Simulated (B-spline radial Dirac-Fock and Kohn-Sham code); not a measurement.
**Two-hole binding energies of Nb⁴⁺**

System: the Nb⁴⁺ ion in the configuration [Kr] 4d1.

Calculated with a radial B-spline solver, using ΔSCF Dirac-Fock with Breit, self-energy and vacuum polarisation, finite nucleus, configuration average. U is the two-hole binding energy less the two single-hole energies, the effective repulsion of the holes after relaxation. Each two-hole energy is an average over J within one jj subconfiguration.

| holes | E(a) (eV) | E(b) (eV) | E(ab) (eV) | U (eV) |
| --- | --- | --- | --- | --- |
| 1s⁻¹ 3p3/2⁻¹ | 19042.7 | 422.8 | 19517.9 | 52.4 |
| 1s⁻¹ 3d3/2⁻¹ | 19042.7 | 263.9 | 19354.0 | 47.3 |
| 1s⁻¹ 3d5/2⁻¹ | 19042.7 | 261.2 | 19350.8 | 46.9 |
| 2s⁻¹ 2p1/2⁻¹ | 2761.5 | 2523.7 | 5383.0 | 97.8 |
| 2s⁻¹ 3p1/2⁻¹ | 2761.5 | 438.5 | 3247.4 | 47.5 |
| 2s⁻¹ 3p3/2⁻¹ | 2761.5 | 422.8 | 3230.8 | 46.6 |
| 2p1/2⁻¹ 3s⁻¹ | 2523.7 | 528.6 | 3099.3 | 47.0 |
| 2s⁻¹ 3d3/2⁻¹ | 2761.5 | 263.9 | 3073.8 | 48.4 |
| 2s⁻¹ 3d5/2⁻¹ | 2761.5 | 261.2 | 3070.7 | 48.1 |
| 2p3/2⁻¹ 3d5/2⁻¹ | 2429.5 | 261.2 | 2738.2 | 47.6 |
| 3p1/2⁻² | 438.5 | 438.5 | 917.8 | 40.7 |
| 3p1/2⁻¹ 3p3/2⁻¹ | 438.5 | 422.8 | 898.8 | 37.6 |
| 3p3/2⁻² | 422.8 | 422.8 | 883.7 | 38.1 |
| 3d3/2⁻¹ 3d5/2⁻¹ | 263.9 | 261.2 | ? | ? |

Q: Give the missing two-hole energy and U.

A: E(ab) = 565.3 eV and U = 40.2 eV.
